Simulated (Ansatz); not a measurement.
Geometry optimisation, RKS PBE-D4/cc-pVDZ in Ansatz 0.2.0.

The input (input.yaml):

```yaml
crystal:
  periodic: [false, false, false]
  atoms:
    - { symbol: B, position_ang: [-0.151329, -0.412407, -0.00122] }
    - { symbol: O, position_ang: [-0.702392, -0.86713, 1.191528] }
    - { symbol: H, position_ang: [-1.661758, -0.674713, 1.208985] }
    - { symbol: Cl, position_ang: [1.540766, -0.81201, -0.327797] }
    - { symbol: Cl, position_ang: [-1.161147, 0.363918, -1.240317] }
    - { symbol: O, position_ang: [0.311271, 1.719602, 1.434544] }
    - { symbol: Si, position_ang: [1.857285, 2.394718, 1.766648] }
    - { symbol: H, position_ang: [2.907397, 1.321187, 1.92214] }
    - { symbol: H, position_ang: [2.164553, 3.271805, 0.586783] }
    - { symbol: H, position_ang: [1.822731, 3.232166, 3.026409] }
    - { symbol: H, position_ang: [0.048623, 1.010963, 2.076497] }
basis:
  gaussian: { orbitals: cc-pVDZ }
hamiltonian:
  xc: pbe
  dispersion: d4
relax:
  f_tol: 0.03
  max_steps: 50
output:
  orbitals: {}
```

Run as:

```bash
$ ansatz run input.yaml --threads 4 --pin off --max-ram 5120MiB --backend cpu --events-out ev --progress --plain --runs-dir out
```

Task: Where does it end, and by what steps?

Result: The run converged. The force dipped under the threshold on the way, but the program's further checks kept it going. After 34 steps the energy has fallen by 0.058 eV; Cl5 moved furthest, 1.25 Å.

```
step  energy less start (eV)  largest force component (eV/Å)  accepted
   0                  0.0000                           0.620       yes
   2                 -0.0141                           0.241       yes
   4                 -0.0210                           0.068       yes
   6                 -0.0245                           0.127       yes
   8                 -0.0287                           0.118       yes
  10                 -0.0339                           0.110       yes
  12                 -0.0368                           0.071       yes
  14                 -0.0392                           0.083       yes
  16                 -0.0413                           0.048       yes
  18                 -0.0419                           0.022       yes
  20                 -0.0427                           0.037       yes
  22                 -0.0435                           0.073       yes
  24                 -0.0441                           0.112        no
  26                 -0.0466                           0.037       yes
  28                 -0.0496                           0.066       yes
  30                 -0.0528                           0.122       yes
  32                 -0.0518                           0.153        no
  34                 -0.0577                           0.020       yes
```

```xyz
11
Properties=species:S:1:pos:R:3
B -0.061 -0.452 0.215
O -1.242 -0.785 0.792
H -1.961 -0.204 0.475
Cl 1.367 -1.434 0.631
Cl 0.040 0.703 -1.150
O 0.452 1.280 1.974
Si 1.661 2.448 1.603
H 2.826 1.834 0.864
H 0.963 3.470 0.753
H 2.167 3.084 2.880
H 0.764 0.603 2.607
```

Whether the end is a true minimum wasn't checked by a vibrational analysis.

The run took 49 s on 4 threads of Arm Neoverse V2, with other jobs on the host, peak memory 0.2 GiB.
